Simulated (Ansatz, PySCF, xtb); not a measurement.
Dimer: N2 (SMILES N#N) (first 2 atoms) with N2 (SMILES N#N); geometry from B3LYP-D3(BJ)/def2-TZVP, rigid monomers moved along the line of their centres of mass till N2···N3 is 3.84 Å.
(charge 0, multiplicity 1):
```
atom    x (Å)    y (Å)    z (Å)
----  -------  -------  -------
N     -0.3846  -0.1012  -0.5654
N      0.4510   0.1482   0.0899
N     -0.4392  -0.2079   3.8129
N      0.3556   0.1487   4.4694
```

Counterpoise-corrected where a basis set is named; no monomer relaxation. Rows marked so take none.

Correlated levels freeze the cores. Rows in 6-31G* carry no dispersion term and start afresh at each structure (6-31G* with six Cartesian d functions).

Programs: Ansatz (Gaussian orbitals); PySCF for 6-31G* rows, the dispersion terms; xtb for the GFN methods. Values without a source in brackets are computed.

| level | interaction energy (meV) |
|---|---|
| GFN-FF | -7.5 |
| HF/6-31G* (no counterpoise) | -3.3 |
| HF/aug-cc-pVDZ | 1.3 |
| BP86/6-31G* (no counterpoise) | … |
| B3LYP-D3(BJ)/def2-TZVPPD | -8.8 |
| B3LYP-D4/def2-TZVPPD | -7.7 |
| SCS-MP2/aug-cc-pVDZ | -7.8 |
| SCS-MP2/aug-cc-pVTZ | -8.6 |
| CCSD/aug-cc-pVTZ | -7.7 |

Task: Complete the blanks.

Result: 
- BP86/6-31G* (no counterpoise), interaction energy (meV): 3.1

Ansatz is a quantum-chemistry and plane-wave program.
